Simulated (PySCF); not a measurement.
# Working out the excitation energy of B⁺

B⁺ [He] 2s2 (1S) → B⁺ [He] 2s1 3d1 (3D). All numbers are calculated (PySCF 2.14, scalar relativity by spin-free X2C-1e, in x2c-TZVPPall with one added diffuse shell each of s, p, d type (6s4p3d1f, 40 functions)). Frozen: 1s2. Energies in hartree (1 hartree = 27.21139 eV):

```csv
part,B⁺ (lower),B⁺ (upper)
UHF,-24.243659,-23.609074
CCSD correlation,-0.059523,-0.005312
(T),0.000000,0.000000
```

**Question.** What does Hartree-Fock give?

**Answer.** (-23.609074) − (-24.243659) = 0.634585 hartree = 17.268 eV.

**Question.** What do CCSD and CCSD(T) give?

**Answer.** The CCSD correlation energies differ by 0.054211 hartree = 1.475 eV and the triples by 0.000000 hartree = 0.000 eV, so CCSD gives 18.743 eV and CCSD(T) 18.743 eV.

The coupled-cluster amplitudes are large, so a single reference is strained.
